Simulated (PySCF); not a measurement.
A geometry optimisation, step by step.

Species: C4H13GePS.
Atom-mapped SMILES: `[CH3:1][CH2:2][CH2:3][Ge@H:4]([PH2:5])[S:6][CH3:7]` (hydrogens: H8, H9, H10 on C1; H11, H12 on C2; H13, H14 on C3; H15 on Ge4; H16, H17 on P5; H18, H19, H20 on C7)

Computed by this run: PBE0-D3(BJ)/def2-SVP geometry optimisation, gas phase (PySCF); density fitting, grid level 1; the optimiser is geomeTRIC in internal coordinates, started from a GFN2-xTB structure with every atom displaced at random (about 0.01 Å). 7 of its 9 geometries are shown. The frame can shift and turn from step to step; on so coarse a grid that alone can change the energy by a few meV, and forces under 0.02 eV/Å are noise.

Step 0: E = -80967.7785 eV, largest atomic force 2.481 eV/Å
```
atom  x, y, z in Å  |  force x, y, z in eV/Å
C1      2.598   -0.428   -0.924   -1.974   1.361   0.639
C2      1.581   -1.249   -0.141    0.390   0.747   0.413
C3      0.584   -0.390    0.637    0.589   0.528  -0.303
Ge4    -0.570    0.720   -0.534   -0.885  -0.758   0.332
P5      0.341    2.727   -1.204    0.638  -0.318  -0.267
S6     -2.608    1.031    0.458    0.536   0.170  -0.146
C7     -3.216   -0.688    0.447   -0.382   1.043   0.135
H8      2.068    0.216   -1.667    0.326  -0.254   0.153
H9      3.285   -1.031   -1.436    1.365  -1.123  -0.983
H10     3.128    0.257   -0.255    0.252   0.104   0.117
H11     2.123   -1.892    0.565   -0.006  -0.206   0.094
H12     1.040   -1.890   -0.819   -0.371  -0.631  -0.493
H13    -0.046   -1.013    1.269   -0.429  -0.162   0.172
H14     1.129    0.292    1.316   -0.091  -0.033  -0.004
H15    -0.926   -0.166   -1.765    0.135   0.143  -0.016
H16    -0.890    3.363   -1.342   -0.769   0.289  -0.236
H17     0.444    3.171    0.122    0.221   0.183   0.568
H18    -2.663   -1.289    1.146    0.425  -0.623   0.427
H19    -4.263   -0.642    0.770   -0.078  -0.006   0.067
H20    -3.192   -1.085   -0.554    0.107  -0.457  -0.669
```

Step 1: E = -80967.9598 eV, largest atomic force 0.561 eV/Å
```
atom  x, y, z in Å  |  force x, y, z in eV/Å
C1      2.594   -0.385   -1.066    0.400  -0.293  -0.263
C2      1.622   -1.226   -0.259   -0.151  -0.108  -0.068
C3      0.613   -0.395    0.526   -0.033  -0.166   0.086
Ge4    -0.669    0.621   -0.559    0.137   0.181   0.122
P5      0.246    2.652   -1.222   -0.128   0.100   0.047
S6     -2.470    1.064    0.678   -0.059  -0.034  -0.103
C7     -3.182   -0.611    0.732    0.067  -0.145  -0.039
H8      2.081    0.220   -1.827   -0.045   0.063  -0.043
H9      3.338   -1.018   -1.602   -0.276   0.236   0.226
H10     3.152    0.309   -0.418    0.023   0.031   0.010
H11     2.184   -1.867    0.443    0.002   0.002  -0.013
H12     1.084   -1.920   -0.935    0.080   0.064   0.100
H13    -0.005   -1.033    1.183    0.069   0.017  -0.044
H14     1.130    0.318    1.189   -0.037   0.041   0.017
H15    -1.102   -0.210   -1.788   -0.033  -0.006  -0.030
H16    -1.029    3.294   -1.357    0.106  -0.049  -0.011
H17     0.411    3.090    0.133   -0.001  -0.050  -0.089
H18    -2.616   -1.273    1.409   -0.049   0.048  -0.074
H19    -4.206   -0.518    1.114   -0.049   0.006   0.018
H20    -3.222   -1.063   -0.275   -0.022   0.060   0.151
```

Step 3: E = -80967.9741 eV, largest atomic force 0.047 eV/Å
```
atom  x, y, z in Å  |  force x, y, z in eV/Å
C1      2.608   -0.375   -1.066   -0.035   0.028   0.013
C2      1.634   -1.221   -0.261    0.011   0.024   0.001
C3      0.618   -0.407    0.534   -0.003   0.010   0.005
Ge4    -0.654    0.629   -0.551    0.005  -0.020   0.018
P5      0.247    2.664   -1.218    0.000  -0.016  -0.002
S6     -2.504    1.050    0.624   -0.006   0.013  -0.023
C7     -3.205   -0.627    0.734    0.000   0.014   0.017
H8      2.093    0.237   -1.825    0.006  -0.004   0.009
H9      3.343   -1.000   -1.593    0.031  -0.027  -0.022
H10     3.166    0.319   -0.416   -0.007   0.001   0.000
H11     2.199   -1.865    0.435    0.008   0.003   0.002
H12     1.102   -1.912   -0.938   -0.009  -0.015  -0.006
H13     0.003   -1.062    1.174   -0.010  -0.009  -0.004
H14     1.119    0.303    1.214    0.003  -0.010   0.004
H15    -1.066   -0.196   -1.796    0.009   0.008  -0.005
H16    -1.026    3.291   -1.378   -0.015   0.004  -0.001
H17     0.396    3.112    0.130    0.003   0.012   0.007
H18    -2.629   -1.267    1.418    0.008  -0.010   0.001
H19    -4.224   -0.521    1.131    0.010  -0.001   0.007
H20    -3.265   -1.104   -0.254   -0.008  -0.006  -0.021
```

Step 4: E = -80967.9752 eV, largest atomic force 0.077 eV/Å
```
atom  x, y, z in Å  |  force x, y, z in eV/Å
C1      2.609   -0.365   -1.061   -0.054   0.039   0.038
C2      1.637   -1.218   -0.260    0.021   0.001   0.004
C3      0.614   -0.413    0.536   -0.003   0.026   0.000
Ge4    -0.651    0.627   -0.552   -0.010  -0.032  -0.002
P5      0.243    2.665   -1.216    0.012  -0.001  -0.006
S6     -2.513    1.046    0.602    0.003   0.022  -0.001
C7     -3.204   -0.633    0.733   -0.006   0.013   0.006
H8      2.092    0.246   -1.819    0.006  -0.004  -0.003
H9      3.348   -0.986   -1.587    0.040  -0.028  -0.030
H10     3.161    0.330   -0.408    0.000  -0.001  -0.001
H11     2.205   -1.860    0.435    0.003   0.004   0.000
H12     1.111   -1.911   -0.940   -0.008  -0.011  -0.006
H13    -0.001   -1.076    1.166   -0.009  -0.006  -0.004
H14     1.110    0.293    1.224    0.003  -0.011   0.004
H15    -1.049   -0.194   -1.805    0.011   0.006  -0.002
H16    -1.033    3.284   -1.385   -0.012   0.003   0.002
H17     0.386    3.121    0.131   -0.004   0.005   0.006
H18    -2.614   -1.268    1.409    0.007  -0.010   0.001
H19    -4.215   -0.526    1.149    0.005  -0.009   0.007
H20    -3.282   -1.114   -0.253   -0.004  -0.005  -0.012
```

Step 5: E = -80967.9763 eV, largest atomic force 0.046 eV/Å
```
atom  x, y, z in Å  |  force x, y, z in eV/Å
C1      2.610   -0.350   -1.053   -0.031   0.020   0.027
C2      1.642   -1.213   -0.259    0.017  -0.015   0.003
C3      0.609   -0.420    0.536   -0.002   0.022  -0.003
Ge4    -0.649    0.622   -0.558   -0.014  -0.020  -0.017
P5      0.236    2.667   -1.213    0.014   0.011  -0.007
S6     -2.521    1.040    0.581    0.007   0.013   0.012
C7     -3.200   -0.641    0.731   -0.006   0.003  -0.005
H8      2.093    0.258   -1.813    0.003  -0.004  -0.008
H9      3.358   -0.964   -1.576    0.020  -0.007  -0.015
H10     3.152    0.349   -0.395    0.004  -0.002  -0.002
H11     2.213   -1.852    0.437    0.000   0.003  -0.001
H12     1.124   -1.909   -0.942   -0.002   0.000  -0.001
H13    -0.010   -1.092    1.153   -0.005  -0.001  -0.002
H14     1.096    0.281    1.235   -0.001  -0.005   0.005
H15    -1.030   -0.192   -1.820    0.005   0.001   0.003
H16    -1.045    3.274   -1.391   -0.004   0.000   0.002
H17     0.367    3.130    0.132   -0.007  -0.003   0.004
H18    -2.587   -1.275    1.388    0.003  -0.006  -0.002
H19    -4.198   -0.539    1.180    0.001  -0.009   0.005
H20    -3.308   -1.123   -0.252   -0.001  -0.001   0.000
```

Step 7: E = -80967.9774 eV, largest atomic force 0.026 eV/Å
```
atom  x, y, z in Å  |  force x, y, z in eV/Å
C1      2.617   -0.318   -1.040    0.021  -0.012  -0.012
C2      1.656   -1.200   -0.258   -0.003  -0.004   0.006
C3      0.600   -0.426    0.527    0.006  -0.008  -0.007
Ge4    -0.654    0.613   -0.574    0.003   0.015  -0.012
P5      0.215    2.673   -1.208    0.002   0.003   0.004
S6     -2.527    1.020    0.567    0.001  -0.009   0.007
C7     -3.190   -0.667    0.731    0.000  -0.007  -0.007
H8      2.098    0.277   -1.809   -0.003   0.002  -0.001
H9      3.385   -0.917   -1.553   -0.014   0.013   0.011
H10     3.135    0.393   -0.376    0.000   0.002   0.000
H11     2.231   -1.829    0.445   -0.001  -0.001  -0.002
H12     1.158   -1.905   -0.947    0.003   0.007   0.002
H13    -0.022   -1.112    1.125    0.003   0.002   0.001
H14     1.068    0.271    1.242   -0.006   0.006   0.002
H15    -1.015   -0.192   -1.847   -0.010  -0.006   0.006
H16    -1.073    3.262   -1.396    0.004  -0.001  -0.002
H17     0.322    3.129    0.142   -0.005  -0.004  -0.001
H18    -2.532   -1.312    1.332   -0.001   0.002  -0.003
H19    -4.155   -0.579    1.249   -0.001   0.000   0.001
H20    -3.362   -1.130   -0.252    0.002   0.002   0.006
```

Step 8: E = -80967.9776 eV, largest atomic force 0.030 eV/Å
```
atom  x, y, z in Å  |  force x, y, z in eV/Å
C1      2.621   -0.301   -1.036    0.022  -0.012  -0.016
C2      1.664   -1.192   -0.258   -0.007   0.006   0.004
C3      0.599   -0.426    0.522    0.006  -0.013  -0.004
Ge4    -0.658    0.609   -0.580    0.008   0.017  -0.003
P5      0.203    2.675   -1.205   -0.003  -0.005   0.006
S6     -2.528    1.006    0.570   -0.003  -0.009   0.001
C7     -3.187   -0.683    0.730    0.002  -0.005  -0.004
H8      2.100    0.287   -1.809   -0.003   0.003   0.003
H9      3.398   -0.893   -1.545   -0.013   0.008   0.011
H10     3.130    0.415   -0.372   -0.002   0.003   0.001
H11     2.242   -1.815    0.448    0.000  -0.002  -0.001
H12     1.176   -1.901   -0.949    0.002   0.003   0.000
H13    -0.021   -1.117    1.116    0.004   0.001   0.001
H14     1.057    0.272    1.242   -0.004   0.006  -0.001
H15    -1.018   -0.196   -1.854   -0.010  -0.005   0.004
H16    -1.087    3.257   -1.396    0.003  -0.001  -0.003
H17     0.300    3.124    0.149   -0.002  -0.001  -0.001
H18    -2.514   -1.335    1.306   -0.001   0.001  -0.001
H19    -4.138   -0.603    1.274   -0.001   0.002  -0.001
H20    -3.383   -1.134   -0.254    0.001   0.000   0.002
```

Question: Summarise the path.

Answer: The energy falls by 4.59 kcal/mol from step 0 to step 8; nine tenths of that is first reached at step 1. It falls at every step. The largest force goes from 2.481 to 0.030 eV/Å. Among the bonds Ge4–S6 changes most, from 2.288 to 2.230 Å; the atoms move by 0.145 Å rms after alignment.

Question: Follow the three bonds and two angles with the largest change from start to end.

Answer: 
```csv
step,E above end (kcal/mol),largest force (eV/Å),Ge4–S6 (Å),C1–H9 (Å),P5–H16 (Å),S6–Ge4–H15 (°),P5–Ge4–S6 (°)
0,4.59,2.481,2.288,1.048,1.392,102.5,111.1
1,0.41,0.561,2.228,1.114,1.434,108.8,107.6
2,0.13,0.112,2.232,1.103,1.429,108.0,108.0
3,0.08,0.047,2.231,1.099,1.428,107.7,107.9
4,0.06,0.077,2.230,1.099,1.428,107.7,107.7
5,0.03,0.046,2.230,1.100,1.428,108.0,107.4
6,0.02,under 0.02,2.230,1.101,1.429,108.3,107.1
7,0.00,0.026,2.230,1.101,1.429,108.6,107.0
8,0.00,0.030,2.230,1.101,1.429,108.8,106.9
```

What follows is the cost of the whole optimisation. Time: 3.3 min wall; peak memory 0.92 GiB. Hardware: one thread of an Arm Neoverse V1, shared host with 32 logical CPUs at a one-minute load of 15.
